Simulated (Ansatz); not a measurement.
`B[SiH2]OBF` + `[NH2][GaH2]` → `B[NH][GaH2]` + `FBO[SiH3]` at 500 K and 1 bar (cleavage of the B–Si bond).

Computed with Ansatz on PBE0-D4/def2-TZVP structures; ΔE is electronic, products minus reactants. CCSD(T)/CBS is the MP2 limit (def2-TZVPP, def2-QZVPP) plus CCSD(T) − MP2 in def2-TZVPP, frozen cores. For Ga outer-core shells are correlated without core-valence functions, which leaves a few kJ/mol of doubt a bond. Scalar relativity is left out up to krypton. Each species was taken in one conformer, which may not be the lowest.

```json
{"species": "`B[SiH2]OBF`", "CCSD(T)/CBS energy (Eh)": "-516.74846", "H − E (kJ/mol)": "199.4", "S (J/(mol·K))": "425.3"}
{"species": "`[NH2][GaH2]`", "CCSD(T)/CBS energy (Eh)": "-1981.05479", "H − E (kJ/mol)": "130.3", "S (J/(mol·K))": "302.1"}
{"species": "`B[NH][GaH2]`", "CCSD(T)/CBS energy (Eh)": "-2006.47671", "H − E (kJ/mol)": "170.4", "S (J/(mol·K))": "347.3"}
{"species": "`FBO[SiH3]`", "CCSD(T)/CBS energy (Eh)": "-491.38634", "H − E (kJ/mol)": "157.1", "S (J/(mol·K))": "366.7"}
```

H − E and S are ideal-gas, rigid-rotor, harmonic terms from PBE0-D4/def2-TZVP, for one conformer and one mirror image of each species. 1 Eh = 2625.50 kJ/mol, R = 8.31446 J/(mol·K).

Question: By hand: ΔE, ΔH, ΔS and ΔG.

Answer: ΔE = (-2006.47671) + (-491.38634) − (-516.74846) − (-1981.05479) = -0.05980 Eh = -157.0 kJ/mol. Δ(H − E) = 170.4 + 157.1 − 199.4 − 130.3 = -2.2, so ΔH = -159.2 kJ/mol. ΔS = 347.3 + 366.7 − 425.3 − 302.1 = -13.4 J/(mol·K). ΔG = -159.2 − 500 × (-13.4)/1000 = -152.5 kJ/mol.

Question: By hand: the equilibrium constant, and the temperature at which ΔG would vanish if ΔH and ΔS stayed fixed.

Answer: log₁₀ K = −ΔG/(RT ln 10) = 15.9. ΔG = 0 at ΔH/ΔS = 11881 K, far beyond where these terms or the molecules hold.

The number of gas molecules stays the same, so ΔS is small and ΔH decides. A doubt of 5 kJ/mol in ΔE shifts log₁₀ K by 0.5 here. Other conformers and mirror images would add mixing entropy, several J/(mol·K) or more a flexible species. Modes under 60 cm⁻¹, often nearly free rotors, make the harmonic entropy too high. These are equilibria of isolated gas molecules and say nothing of rates. Largest T1 diagnostic: 0.014 (customary marks: 0.02 for closed shells, 0.045 for open ones).
